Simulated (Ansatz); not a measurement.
Input for Ansatz (a quantum-chemistry and plane-wave program): SC-NEVPT2 on SA-CASSCF(11,8)/cc-pVQZ on NO (SMILES [N]=O), 2S+1 = 4, a spin state set in the input, which need not be the lowest.

Ansatz 0.2 input:
```yaml
crystal:
  periodic: [false, false, false]
  atoms:
    - {symbol: N, position_ang: [-0.00000000, -0.00000000, -0.61062678]}
    - {symbol: O, position_ang: [0.00000000, 0.00000000, 0.53429844]}
basis:
  gaussian:
    orbitals: cc-pVQZ
magnetization: {spin_polarized: false, initial_magnetization: 3}
correlation: {method: sc_nevpt2, electrons: outside_noble_gas, active_space: {window: {electrons: 11, orbitals: 8}, states: [{multiplicity: 2, weights: [1]}, {multiplicity: 4, weights: [1]}]}}
output: {orbitals: {seedname: ./end}}
```

It printed:

```
WARN ansatz: RAYON_NUM_THREADS=1 ignored (pool sized by the plan → 1); use --threads N
Functional definition: HF
integrals: 0.09 GiB planned
1374 factors; integrals over basis functions are off by at most 1.5e-7 eV
mean field: 0.27 GiB planned
mean field evaluation 1: about -3511.9014 eV, gradient 1.3e1 eV
mean field evaluation 2: about -3511.9021 eV, gradient 1.3e1 eV
mean field evaluation 4: about -3512.7678 eV, gradient 6.6e0 eV
mean field evaluation 8: about -3513.0324 eV, gradient 4.6e-1 eV
mean field evaluation 16: about -3510.8225 eV, gradient 3.5e1 eV
mean field evaluation 32: about -3512.9710 eV, gradient 1.3e1 eV
mean field -3513.61758306 eV, -129.1230645618 hartree, gradient 1.5e-6 eV, S^2 3.750000; 7 other end points of the search recorded, 0 dependent functions left out
reference -3513.61758306 eV, -129.1230645618 hartree; 9, 6 occupied and 101, 104 virtual orbitals, 1374 factors
configuration interaction: 0.24 GiB planned
configuration interaction: 0.01 GiB planned
state -3521.43383535 eV, -129.4103065356 hartree
state -3521.43383535 eV, -129.4103065356 hartree; corrected -3529.50920370 eV, -129.7070708486 hartree
configuration interaction: 0.00 GiB planned
state -3514.71348942 eV, -129.1633383779 hartree
state -3514.71348942 eV, -129.1633383779 hartree; corrected -3523.05112849 eV, -129.4697409624 hartree
Total energy: -3526.28016610 eV, -129.5884059055 hartree
```

Self-consistency was reached. The last total energy is the mean of the averaged states.

Cost: about 16 core-seconds (a rough figure).
